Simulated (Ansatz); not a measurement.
Start from `[OH][Ti]([F])([F])[SeH]` and change one atom or group to get `[OH][Ti]([OH])([F])[F]`.

Ansatz, PBE0-D4/def2-TZVP geometries, multiplicity 1. Each molecule was computed in one conformer, which needn't be the lowest.

Scalar relativity is left out up to krypton.

```csv
property,`[OH][Ti]([F])([F])[SeH]`
HOMO energy (PBE/def2-TZVPP) / eV,-6.33
size of the dipole moment (PBE/def2-TZVPP) / D,2.02
size of the dipole moment (B3LYP/def2-TZVPP) / D,2.06
HOMO–LUMO gap (B3LYP/def2-TZVPP) / eV,4.41
LUMO energy (PBE0/def2-TZVPP) / eV,-2.57
LUMO energy (B3LYP/def2-TZVPP) / eV,-2.84
```

Question: What does the change do to each property? (Estimate.)

Answer: Ansatz gave: 
```tsv
property	`[OH][Ti]([OH])([F])[F]`	shift
HOMO energy (PBE/def2-TZVPP) / eV	-8.18	-1.85
size of the dipole moment (PBE/def2-TZVPP) / D	0.61	-1.41
size of the dipole moment (B3LYP/def2-TZVPP) / D	0.65	-1.41
HOMO–LUMO gap (B3LYP/def2-TZVPP) / eV	7.20	2.79
LUMO energy (PBE0/def2-TZVPP) / eV	-2.13	0.44
LUMO energy (B3LYP/def2-TZVPP) / eV	-2.46	0.38
```

With PBE0 the HOMO falls by 2.46 eV and the LUMO rises by 0.44 eV, so the gap widens by about 2.90 eV. PBE moves the HOMO by -1.85 eV and ωB97M-V by -2.82 eV. Dipoles are sizes alone; their direction can turn.

B3LYP here is the variant with VWN-RPA as its local correlation; programs differ in this.

Spin–orbit coupling is left out; it splits and shifts lone-pair levels of the heavy atoms by tenths of an eV.
